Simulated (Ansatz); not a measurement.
One change: `O=C[SiH]([SiH3])Cl` becomes `B[SiH]([SiH3])Cl`.

Ansatz, PBE0-D4/def2-TZVP geometries, multiplicity 1. Each molecule was computed in one conformer, which needn't be the lowest.

```tsv
property	`O=C[SiH]([SiH3])Cl`
LUMO energy (B3LYP/def2-TZVPP) / eV	-2.22
HOMO energy (ωB97M-V/def2-TZVPP) / eV	-9.51
size of the dipole moment (ωB97M-V/def2-TZVPP) / D	1.12
HOMO energy (PBE/def2-TZVPP) / eV	-5.86
size of the dipole moment (B3LYP/def2-TZVPP) / D	1.09
HOMO energy (PBE0/def2-TZVPP) / eV	-7.28
```

Give the same properties after the change, and the shifts. (Estimate.)

Computed: 
```
                                          property  `B[SiH]([SiH3])Cl`  shift
               LUMO energy (B3LYP/def2-TZVPP) / eV               -2.95  -0.73
             HOMO energy (ωB97M-V/def2-TZVPP) / eV               -9.85  -0.34
size of the dipole moment (ωB97M-V/def2-TZVPP) / D                1.42   0.30
                 HOMO energy (PBE/def2-TZVPP) / eV               -6.71  -0.85
  size of the dipole moment (B3LYP/def2-TZVPP) / D                1.40   0.31
                HOMO energy (PBE0/def2-TZVPP) / eV               -7.83  -0.55
```

With PBE0 the HOMO falls by 0.55 eV and the LUMO falls by 0.77 eV, so the gap narrows by about 0.22 eV. PBE moves the HOMO by -0.85 eV and ωB97M-V by -0.34 eV. Dipoles are sizes alone; their direction can turn.

B3LYP here is the variant with VWN-RPA as its local correlation; programs differ in this.
